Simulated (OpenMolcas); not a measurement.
# Computed transition rates of Sb II

- Program: OpenMolcas
- Method: MS-RASPT2, IPEA 0.25 Eh, imaginary shift 0.1 Eh (closed shells correlated: 4d)
- Basis: ANO-RCC [10s9p8d5f3g]
- Scalar Hamiltonian: DKH2, point nucleus
- Active space: 4 electrons in 9 orbitals (RAS2 5s 5p; RAS3 5d, at most 2 electrons)
- State averaging: 2S+1 = 3 even, 6 roots; 2S+1 = 1 even, 11 roots; 2S+1 = 5 odd, 1 root; 2S+1 = 3 odd, 8 roots; 2S+1 = 1 odd, 8 roots
- Spin-orbit coupling: RASSI with atomic mean-field integrals over the reference wave functions, term energies averaged over their components

Rates come from the transition moments of the reference wave functions (E1 and E2 in the length form). At fixed line strength A goes as λ^-3 for E1 and M1 and as λ^-5 for E2, so a rate at the computed wavelength can be rescaled to the measured one. Measured vacuum wavelengths follow from level energies in NIST Handbook of Basic Atomic Spectroscopic Data. Branching counts decays inside the model space alone, at computed energies, and the table is only a selection of the E2 and M1 lines, drawn from those between levels with measured partners whose computed energy lies within a factor of 1.5 of the measured one.

```csv
Upper,Lower,Type,λ computed (nm),λ measured (nm),A computed (s-1),A rescaled (s-1),Branching %
5s² 5p² ³P₂,5s² 5p² ³P₁,M1,4024,3841,1.83e-01,2.10e-01,98.8
5s² 5p² ³P₁,5s² 5p² ³P₀,M1,3784,3274,3.20e-01,4.94e-01,100.0
5s² 5p² ³P₂,5s² 5p² ³P₀,E2,1950,1767,2.11e-03,3.45e-03,1.1
5s² 5p² ¹D₂,5s² 5p² ³P₂,M1,1393,1402,1.61e+00,,51.4
5s² 5p² ¹D₂,5s² 5p² ³P₂,E2,1393,1402,1.80e-02,,0.6
5s² 5p² ¹D₂,5s² 5p² ³P₁,M1,1035,1027,1.49e+00,,47.6
5s² 5p² ¹S₀,5s² 5p² ¹D₂,E2,867.9,899.6,2.02e+00,1.69e+00,8.3
5s² 5p² ¹S₀,5s² 5p² ³P₂,E2,534.7,548,1.53e+00,,6.3
5s² 5p² ¹S₀,5s² 5p² ³P₁,M1,472,479.6,2.08e+01,,85.4
```

Spin-changing lines and M1 lines between different terms are not rescaled, since their strength hangs on the term gaps too.

The largest correction is for 5s² 5p² ³P₂ → 5s² 5p² ³P₀ (E2): 2.11e-03 × (1950 / 1767)^5 = 3.45e-03 s-1, a factor of 1.64.

No measured rate stands beside these. Rescaling mends the energy factor alone: line strengths can still be far off where a level mixes with configurations outside the active space, and weak or spin-changing lines hang on small mixing coefficients that depend on the term gaps too, so rescaling need not improve them.

CASPT2 breaks the degeneracy within a term, and the mean is taken; among the terms shown or strongly mixed into the levels shown the widest spread is 57 cm-1 (5s² 5p² ¹D). Over all roots computed the reference weight is 0.86 to 0.94; the roots of lowest weight are the least certain, and an intruder state may touch them. The run also gave levels led by 5s 5p² 5d, 5s² 5p 5d, which use shells meant for correlation; these and all levels above them are left out. Computed and measured levels are paired by configuration, term and J; levels that our copy of the source lacks, or whose pairing is in doubt (as where it misses far off the trend of its configuration), stay unpaired. Only configurations of the active space appear.
